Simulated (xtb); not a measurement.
xtb input (GFN2-xTB):

```bash
xtb mol.xyz --gfn 2 --ohess tight --chrg 0 --uhf 0
```
mol.xyz:
```
5

Si    -0.00554025    -0.15342478     0.00140842
Br    -1.85091620     1.08954700     0.03744562
Br     1.85598311     1.08020961    -0.08819569
H      0.04092390    -0.97851880     1.22636250
H     -0.02297548    -1.07662189    -1.19922097
```

Output:

```
           -------------------------------------------------
          |                Calculation Setup                |
           -------------------------------------------------

           -------------------------------------------------
          |                 G F N 2 - x T B                 |
           -------------------------------------------------

        Reference                      10.1021/acs.jctc.8b01176
      * Hamiltonian:
        H0-scaling (s, p, d)           1.850000    2.230000    2.230000
        zeta-weighting                 0.500000
      * Dispersion:
        s8                             2.700000
        a1                             0.520000
        a2                             5.000000
        s9                             5.000000
      * Repulsion:
        kExp                           1.500000    1.000000
        rExp                           1.000000
      * Coulomb:
        alpha                          2.000000
        third order                    shell-resolved
        anisotropic                    true
        a3                             3.000000
        a5                             4.000000
        cn-shift                       1.200000
        cn-exp                         4.000000
        max-rad                        5.000000

          ...................................................
          :                      SETUP                      :
          :.................................................:
          :  # basis functions                  32          :
          :  # atomic orbitals                  29          :
          :  # shells                           11          :
          :  # electrons                        20          :
          :  max. iterations                   250          :
          :  Hamiltonian                  GFN2-xTB          :
          :  restarted?                      false          :
          :  GBSA solvation                  false          :
          :  PC potential                    false          :
          :  electronic temp.          300.0000000     K    :
          :  accuracy                    1.0000000          :
          :  -> integral cutoff          0.2500000E+02      :
          :  -> integral neglect         0.1000000E-07      :
          :  -> SCF convergence          0.1000000E-05 Eh   :
          :  -> wf. convergence          0.1000000E-03 e    :
          :  Broyden damping             0.4000000          :
          :  net charge                          0          :
          :  unpaired electrons                  0          :
          ...................................................

 iter      E             dE          RMSdq      gap      omega  full diag
   1    -10.8858249 -0.108858E+02  0.110E+01    6.76       0.0  T
   2    -10.9790232 -0.931983E-01  0.487E+00    4.48       1.0  T
   3    -11.0194321 -0.404089E-01  0.403E+00    5.81       1.0  T
   4    -11.0313381 -0.119059E-01  0.147E+00    5.32       1.0  T
   5    -11.0285850  0.275306E-02  0.156E+00    5.65       1.0  T
   6    -11.0329255 -0.434050E-02  0.703E-01    5.49       1.0  T
[...]
   full:      -10.921      -0.014       1.413       0.654       0.250       9.508

           -------------------------------------------------
          |                Geometry Summary                 |
           -------------------------------------------------

      molecular mass/u    :      189.9084358
   center of mass at/Å    :        0.0027132       0.8607797      -0.0283017
  moments of inertia/u·Å² :        0.5030591E+02   0.5123506E+03   0.5565460E+03
rotational constants/cm⁻¹ :        0.3351024E+00   0.3290253E-01   0.3028974E-01

 * 4 selected distances

     #   Z          #   Z                                           value/Å
     1  14 Si       2  35 Br                                      2.2080240 (max)
     1  14 Si       3  35 Br                                      2.2079089
     1  14 Si       4   1 H                                       1.4459911
     1  14 Si       5   1 H                                       1.4457014 (min)

 * 2 distinct bonds (by element types)

   Z      Z             #   av. dist./Å        max./Å        min./Å
   1 H   14 Si          2     1.4458463     1.4459911     1.4457014
  14 Si  35 Br          2     2.2079664     2.2080240     2.2079089

           -------------------------------------------------
          |               Frequency Printout                |
           -------------------------------------------------
 projected vibrational frequencies (cm⁻¹)
eigval :       -0.00    -0.00    -0.00     0.00     0.00     0.00
eigval :       99.98   393.85   458.62   474.41   591.61   713.98
eigval :      756.71  2407.56  2416.91
 reduced masses (amu)
   1: 74.21   2: 68.41   3: 76.49   4: 77.76   5: 78.86   6: 24.06   7: 71.69   8: 43.35
   9: 38.51  10:  6.04  11:  1.48  12:  3.13  13:  1.98  14:  2.26  15:  1.49
 IR intensities (km·mol⁻¹)
   1:  0.97   2:  0.32   3:  0.76   4:  0.88   5:  0.08   6: 19.57   7: 10.45   8: 26.46
   9:  0.51  10: 90.74  11:  0.01  12:916.84  13:260.75  14:206.87  15:147.58
 Raman intensities (Ä⁴*amu⁻¹)
   1:  0.00   2:  0.00   3:  0.00   4:  0.00   5:  0.00   6:  0.00   7:  0.00   8:  0.00
   9:  0.00  10:  0.00  11:  0.00  12:  0.00  13:  0.00  14:  0.00  15:  0.00
 output can be read by thermo (or use thermo option).
 writing <g98.out> molden fake output.
 recommended (thermochemical) frequency scaling factor: 1.0
Molecule has the following symmetry elements: (C2) 2*(sigma)
It seems to be the C2v point group
Note: The following floating-point exceptions are signalling: IEEE_DENORMAL
normal termination of xtb
           -------------------------------------------------
          |             Thermodynamic Functions             |
           -------------------------------------------------

c2v symmetry found (for desy threshold:  0.10E+00) used in thermo

          ...................................................
          :                      SETUP                      :
          :.................................................:
          :  # frequencies                           9      :
          :  # imaginary freq.                       0      :
          :  linear?                             false      :
          :  only rotor calc.                    false      :
          :  symmetry                              c2v      :
          :  rotational number                       2      :
          :  scaling factor                  1.0000000      :
          :  rotor cutoff                   50.0000000 cm⁻¹ :
          :  imag. cutoff                  -20.0000000 cm⁻¹ :
          :.................................................:

    mode    ω/cm⁻¹     T·S(HO)/kcal·mol⁻¹    T·S(FR)/kcal·mol⁻¹   T·S(vib)
   ------------------------------------------------------------------------
       1     99.98    -1.03000 ( 94.11%)    -0.85113 (  5.89%)    -1.01947
   ------------------------------------------------------------------------

   temp. (K)  partition function   enthalpy   heat capacity  entropy
                                   cal/mol     cal/K/mol   cal/K/mol   J/K/mol
 298.15  VIB   4.32                 1201.196      8.607      6.901
         ROT  0.145E+06              888.752      2.981     26.594
         INT  0.625E+06             2089.948     11.588     33.495
         TR   0.253E+28             1481.254      4.968     41.611
         TOT                        3571.2024    16.5557    75.1058   314.2427

       T/K    H(0)-H(T)+PV         H(T)/Eh          T*S/Eh         G(T)/Eh
   ------------------------------------------------------------------------
    298.15    0.569107E-02    0.246309E-01    0.356852E-01   -0.110542E-01
   ------------------------------------------------------------------------

         :::::::::::::::::::::::::::::::::::::::::::::::::::::
         ::                  THERMODYNAMIC                  ::
         :::::::::::::::::::::::::::::::::::::::::::::::::::::
         :: total free energy         -11.020380945204 Eh   ::
         ::.................................................::
         :: total energy              -11.009326700104 Eh   ::
         :: zero point energy           0.018939869710 Eh   ::
         :: G(RRHO) w/o ZPVE           -0.029994114809 Eh   ::
         :: G(RRHO) contrib.           -0.011054245100 Eh   ::
         :::::::::::::::::::::::::::::::::::::::::::::::::::::

optimized geometry written to: xtbopt.xyz

           -------------------------------------------------
          | TOTAL ENERGY              -11.009326700104 Eh   |
          | TOTAL ENTHALPY            -10.984695757129 Eh   |
          | TOTAL FREE ENERGY         -11.020380945204 Eh   |
          | GRADIENT NORM               0.000448776546 Eh/α |
          | HOMO-LUMO GAP               5.533977722645 eV   |
           -------------------------------------------------

------------------------------------------------------------------------
------------------------------------------------------------------------
 total:
 SCF:
 ANC optimizer:
 analytical hessian:
```
